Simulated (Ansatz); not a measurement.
CH$_{5}$GeSe (`[CH3][GeH][SeH]`) radical, 8 atoms. The species carries charge 0 and has multiplicity 2. Correlated methods include outer-core shells of Ge, Se, which these sets cover unevenly. Scalar relativity is left out up to krypton. All runs use 4 threads of an Arm Neoverse V1 on a shared host. Correlated methods freeze the cores. Open-shell runs search over several starts.

**Question.** How many basis functions does each run have, and how long does it take in Ansatz? UHF-CCSD(T)/def2-SVP energy; UKS PBE0-D4/def2-QZVPP energy; UKS ωB97M-V/def2-QZVPP energy; UKS SPW92 (LDA)/def2-TZVPP energy; direct RPA on PBE orbitals/def2-TZVPP energy; UKS PBE0-D4/def2-TZVP relaxation (5 steps); UKS PBE-QIDH (frozen core)/def2-TZVPP energy; UKS ωB97M-V/def2-SVP energy; UKS PBE0-D4/def2-SVP energy; UHF-MP2/def2-QZVPP energy; UKS B3LYP-D4/def2-TZVPP energy and forces; UKS PBE0-D4/def2-TZVP frequencies. (An estimate is asked.)

**Answer.** Computed: Other jobs shared the machine, so times are rough.

```tsv
level	job	functions	wall time	peak host memory (GiB)
UKS SPW92 (LDA)/def2-TZVPP	energy	197	1.5 s	0.27
UKS PBE0-D4/def2-SVP	energy	103	2.1 s	0.33
UKS B3LYP-D4/def2-TZVPP	energy and forces	197	5.5 s	0.71
direct RPA on PBE orbitals/def2-TZVPP	energy	197	5.5 s	0.59
UKS PBE-QIDH (frozen core)/def2-TZVPP	energy	197	6.5 s	0.68
UKS ωB97M-V/def2-SVP	energy	103	8.5 s	0.55
UKS PBE0-D4/def2-QZVPP	energy	385	18 s	1.9
UHF-CCSD(T)/def2-SVP	energy	103	20 s	0.91
UKS PBE0-D4/def2-TZVP	relaxation (5 steps)	157	26 s	0.59
UHF-MP2/def2-QZVPP	energy	385	29 s	2.1
UKS ωB97M-V/def2-QZVPP	energy	385	36 s	2.3
UKS PBE0-D4/def2-TZVP	frequencies	157	2.3 min	0.59
```

B3LYP here is the variant with VWN-RPA as its local correlation; programs differ in this.
